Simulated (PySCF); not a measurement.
From one molecule to another.

First species: C7H10N2O.
Cartesian coordinates in Å at the GFN2-xTB level; atoms count from 1:
```
atom  x, y, z in Å
C1    -3.6401    0.2075   -0.8721
C2    -2.7028    0.0109    0.3115
C3    -1.2836    0.0352   -0.1141
N4    -0.8127    0.0753   -1.3133
N5     0.5353    0.0626   -1.2180
C6     0.8269    0.0164    0.0415
C7     2.1469   -0.0332    0.6555
C8     3.2042   -0.8902    0.0028
C9     3.3072    0.5925   -0.0741
O10   -0.2891   -0.0015    0.8119
H11   -3.4615    1.1721   -1.3380
H12   -3.4659   -0.5623   -1.6179
H13   -4.6747    0.1594   -0.5423
H14   -2.8983   -0.9502    0.7975
H15   -2.8531    0.7923    1.0614
H16    2.1187    0.0184    1.7359
H17    2.9156   -1.4208   -0.8905
H18    3.8774   -1.4298    0.6512
H19    4.0568    1.0946    0.5181
H20    3.0876    1.0616   -1.0198
```

Second species: C6H13NOSi.
SMILES: `[SiH3][C@@H](OC)/N=C(/C)C=C`

Levels: PBE0/pcSseg-1 for dipole moment, HOMO energy, LUMO energy and HOMO–LUMO gap; GFN2-xTB for rotational constant A and rotational constant C. Geometries: GFN2-xTB. All species are isolated and taken at one optimised geometry, non-relativistic unless stated. Electronic properties by PySCF.

Dipoles, sizes and rotational constants follow the conformer. The torsions of the flexible species, by atom-mapped SMILES:
- `[CH3:1][CH2:2][c:3]1[n:4][n:5][c:6]([CH:7]2[CH2:8][CH2:9]2)[o:10]1`: C1–C2–C3–N4 -7°, N5–C6–C7–C8 -40°
- `[CH2:1]=[CH:2]/[C:3]([CH3:4])=[N:5]\[C@@H:6]([SiH3:7])[O:8][CH3:9]`: C1–C2–C3–C4 11°, C3–N5–C6–Si7 -94°, N5–C6–O8–C9 76°

```csv
property,column X,column Y
dipole moment,3.20 D,1.40 D
HOMO energy,-7.15 eV,-6.78 eV
LUMO energy,-0.08 eV,-1.23 eV
HOMO–LUMO gap,7.07 eV,5.55 eV
rotational constant A,5.213 GHz,1.709 GHz
rotational constant C,0.635 GHz,0.779 GHz
```

(1) Which column belongs to which species?

(2) How does each property change from the first species to the second?

## Answers

(1) Column X is the first species and column Y the second. The first has 20 atoms and 74 electrons, the second 22 and 78.

(2) dipole moment -1.80 D; HOMO energy +0.37 eV; LUMO energy -1.15 eV; HOMO–LUMO gap -1.52 eV; rotational constant A -3.504 GHz; rotational constant C +0.144 GHz.

On the first: In atomic units the dipole is 1.26 e·bohr (1 au = 2.5417 D).

On the second: The dipole equals about 4.7 × 10⁻³⁰ C·m (1 D = 3.33564 × 10⁻³⁰ C·m).
